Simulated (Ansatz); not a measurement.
```xyz
8

Br    1.270   -1.360    2.381
B     0.282    0.094    1.625
B    -0.042    0.081    0.020
C     0.266    0.392   -1.394
C    -0.869   -0.259   -1.159
H    -0.044    0.941    2.398
H     0.859    0.796   -2.202
H    -1.722   -0.685   -1.669
```

The species carries charge 0 and has multiplicity 1.

(1) List the B3LYP/def2-TZVPP orbital energies in eV (Ansatz 0.2.0). (Estimate.)

Results:

(1) The calculation gave: Occupied: -13139.14, -1700.78, -1532.48, -1532.44, -1532.42, -277.62, -277.59, -236.57, -184.63, -183.26, -177.41, -177.30, -177.21, -71.71, -71.69, -71.62, -71.52, -71.51, -22.86, -21.36, -15.61, -14.67, -13.84, -11.14, -10.31, -9.31, -9.09, -8.82, -7.86, -7.46. Lowest empty: -1.85, -0.70, -0.32, 1.04, 1.77, 1.96, 2.20, 2.58.

B3LYP here is the variant with VWN-RPA as its local correlation; programs differ in this.
